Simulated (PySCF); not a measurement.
# Dipole response of Rh (rhodium, neutral)

[Kr] 4d8 5s1, high-spin 4F determinant. Calculation: PySCF 2.14, in x2c-TZVPPall with one added diffuse shell each of s, p, d, f type (9s7p7d3f1g, 95 functions); scalar relativity by spin-free X2C-1e. Coupled (time-dependent) response in atomic units; α is the mean over directions.

```json
{"method": "BLYP", "mean α (bohr³)": "52.04", "C₆ (like pair)": "453.4", "S(−4)": "1745"}
{"method": "PW91", "mean α (bohr³)": "53.03", "C₆ (like pair)": "463.0", "S(−4)": "1835"}
```

S(−4) is the Cauchy moment in α(ω) = α(0) + S(−4) ω² + …

Reference α: 66 ± 10 bohr³ (recommended; Schwerdtfeger and Nagle, table of static dipole polarizabilities (2023 update)). Published C₆: 708.0 (Gould and Bucko (2016)).

Spin-orbit coupling is absent.

α(iu) at BLYP:

```
u (hartree)  α(iu) (bohr³)
          0          52.04
     0.0500          48.11
      0.100          39.91
      0.200          26.09
      0.300          18.51
      0.500          11.49
      0.750          7.601
       1.00          5.517
       1.50          3.368
       2.00          2.297
       3.00          1.269
       5.00         0.5506
```
